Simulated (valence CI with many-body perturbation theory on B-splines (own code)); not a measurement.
# Zr26+: E2, M1, M2 decay

Computed by relativistic CI+MBPT: four valence electrons over a frozen Dirac-Fock core [Ne], radial functions for each j: 11 s, 11 p, 9 d, 7 f, 5 g, 2 h, 1 i, with the one-electron correlation potential Σ1 (screened to all orders), the two-electron term Σ2, the three-electron term Σ3, Breit, model QED; selected single and double excitations, second order for the rest (own B-spline code, finite nucleus).

The last digits are not significant, and no measured levels were compared; by estimate large intervals hold to a few tenths of a per cent, small ones and those within an open d or f shell to about a per cent.

Lines 1 to 10 of 10 in falling wavelength, among levels below 1870000 cm⁻¹, chosen from the decays that carry over 1 % of a level's rate. Wavelengths and rates use the calculated energies. Electric multipoles are in the length gauge, E1 and E2 with the static RPA response of the core. S is in atomic units (e²a₀⁴ for E2 and M2, e²a₀⁶ for E3), for M1 in squared Bohr magnetons. Weak lines are less certain than strong ones. Lines between different terms over intervals too small for the method are left out, as are lines whose strength nearly cancels.

Names give the largest LS component (configuration and term), which can be under half, so a name can repeat, a term be missing and a line seem to break the LS rules; names also repeat where a configuration has a term twice.

| λ vac (nm) | Upper | Lower | Type | A (s⁻¹) | S (a.u.) |
| --- | --- | --- | --- | --- | --- |
| 309.2 | 3s2 3p2 3P_2 | 3s2 3p2 3P_1 | M1 | 2.36e+02 | 1.29e+00 |
| 91.63 | 3s2 3p 3d 3F°_4 | 3s2 3p 3d 3F°_3 | M1 | 2.31e+04 | 5.92e+00 |
| 80.73 | 3s2 3p2 3P_1 | 3s2 3p2 3P_0 | M1 | 2.79e+04 | 1.63e+00 |
| 67.07 | 3s2 3p2 1D_2 | 3s2 3p2 3P_2 | M1 | 3.35e+04 | 1.88e+00 |
| 64.02 | 3s2 3p2 3P_2 | 3s2 3p2 3P_0 | E2 | 3.62e+01 | 1.74e-02 |
| 55.11 | 3s2 3p2 1D_2 | 3s2 3p2 3P_1 | M1 | 3.92e+04 | 1.22e+00 |
| 38.41 | 3s2 3p2 1S_0 | 3s2 3p2 3P_1 | M1 | 1.76e+05 | 3.69e-01 |
| 31.86 | 3s2 3p 3d 3F°_4 | 3s 3p3 3D°_3 | M1 | 3.01e+03 | 3.24e-02 |
| 19.84 | 3s2 3p 3d 3F°_4 | 3s 3p3 5S°_2 | E2 | 3.50e+02 | 8.65e-04 |
| 12.30 | 3s2 3p 3d 3F°_4 | 3s2 3p2 1D_2 | M2 | 3.41e+02 | 7.71e-05 |
